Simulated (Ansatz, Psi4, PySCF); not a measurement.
H3B3Cl3N3, charge +1, doublet (typed; the unrestricted solution is spin-contaminated), at a GFN2-xTB geometry (a state made from the parent by changing its charge; the spin is typed, not shown lowest). Base run: PySCF with CCSD(T)/STO-3G.

The PySCF input:
```python
from pyscf import gto, scf, cc

mol = gto.M(
    atom='''
Cl   -1.65132389   -2.57864702   -0.80390143
B    -0.74913786   -1.16982630   -0.36469708
N    -1.39838151    0.07266979   -0.12961545
B    -0.67903341    1.24404417    0.23232042
Cl   -1.49679272    2.74224541    0.51210369
N     0.73351184    1.14542527    0.35708998
B     1.42817127   -0.07421787    0.13237665
Cl    3.14811661   -0.16359839    0.29179773
N     0.66486967   -1.21809506   -0.22747453
H    -2.40491135    0.12497619   -0.22291032
H     1.26148045    1.96988176    0.61411692
H     1.14343090   -2.09485796   -0.39120660
''',
    basis='sto-3g',
    charge=1,
    spin=1,
    verbose=4,
)

mf = scf.UHF(mol)
mf.kernel()

mycc = cc.CCSD(mf)
mycc.kernel()
et = mycc.ccsd_t()
print('E(CCSD(T)) = %.10f' % (mycc.e_tot + et))
```

The same geometry, method and basis name were run in Ansatz (a first-principles code) and Psi4 and PySCF, at each program's defaults and at the settings that a row names. The base is PySCF at its defaults. Differences at the defaults can come from grids, fitting, cores and function types together.

```
code and settings                                                                 ΔE vs base (mEh)  basis functions       E (Eh)  SCF cycles               outcome
--------------------------------------------------------------------------------  ----------------  ---------------  -----------  ----------  --------------------
PySCF, defaults (exact integrals, spherical functions, all electrons correlated)             0.000               60  -1600.36511          17             converged
Psi4, defaults (exact integrals, spherical functions, all electrons correlated)              0.000               60  -1600.36511          20             converged
Ansatz, defaults (factorised integrals, spherical functions, frozen core)                    2.755               60  -1600.36236           -  another SCF solution
PySCF, frozen core                                                                           2.961               60  -1600.36215          17             converged
Psi4, exact integrals, spherical functions, frozen core                                      2.961               60  -1600.36215          20             converged
Ansatz, high accuracy, frozen core                                                           2.725               60  -1600.36239           -  another SCF solution
```

A guess, shift, damping, solver or small numerical setting can't move a converged solution much, so rows marked as another SCF solution ended in a different state.

Open shells are given as the SCF converged; they aren't shown to be the lowest states, and a large step between rows can be another state.
